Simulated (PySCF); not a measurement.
M06-L single point of triplet Pd(OH)₂ at its PBE0 minimum.

Input, equivalent to the run apart from its starting density:

```python
from pyscf import gto, scf, dft
mol = gto.M(atom='''
Pd     0.000000     0.000000     0.000000
O      0.064550     0.000000     1.887819
O     -0.064550     0.000000    -1.887819
H     -0.764668     0.000000     2.382743
H      0.764668     0.000000    -2.382743''',
    basis={'Pd': 'def2-SVP', 'O': 'def2-SVP', 'H': 'def2-SVP'},
    ecp={'Pd': 'def2-SVP'},
    charge=0, spin=2)
mf = dft.UKS(mol, xc='M06L')
mf.grids.atom_grid = (90, 434)
aux = {'Pd': 'def2-universal-JKFIT', 'O': 'def2-universal-JKFIT', 'H': 'def2-universal-JKFIT'}
mf = mf.density_fit(auxbasis=aux)
mf.conv_tol = 1e-08
mf.diis_space = 10
mf.max_cycle = 60
mf.verbose = 4
mf.kernel()
```

SCF log (excerpt):

```
init E= -279.4246420658
cycle= 1 E= -279.42494787971  delta_E= -0.000306  |g|= 0.0907  |ddm|= 0.222
cycle= 2 E= -279.378067582514  delta_E= 0.0469  |g|= 0.322  |ddm|= 0.359
cycle= 3 E= -279.428891793177  delta_E= -0.0508  |g|= 0.0177  |ddm|= 0.279
cycle= 4 E= -279.429012828813  delta_E= -0.000121  |g|= 0.00301  |ddm|= 0.0166
cycle= 5 E= -279.429018137159  delta_E= -5.31e-06  |g|= 0.00103  |ddm|= 0.00629
cycle= 6 E= -279.429018714554  delta_E= -5.77e-07  |g|= 0.000511  |ddm|= 0.00247
cycle= 7 E= -279.429018609626  delta_E= 1.05e-07  |g|= 0.000719  |ddm|= 0.00118
cycle= 8 E= -279.429018886007  delta_E= -2.76e-07  |g|= 7.32e-05  |ddm|= 0.0011
cycle= 9 E= -279.429018890235  delta_E= -4.23e-09  |g|= 1.09e-05  |ddm|= 0.000284
Extra cycle  E= -279.429018890409  delta_E= -1.74e-10  |g|= 1.04e-05  |ddm|= 6.34e-05
converged SCF energy = -279.429018890409  <S^2> = 2.0038367  2S+1 = 3.0025567
```

With open d or f shells other occupations or spin states may lie lower.

This run, together with those of the ionised and electron-attached species (not shown), took 18 s on 2 threads of a shared Arm Neoverse V2 host, with 69 basis functions; the process peaked at 0.95 GiB. Launch command: `OMP_NUM_THREADS=2 python axn.py task.json out`.
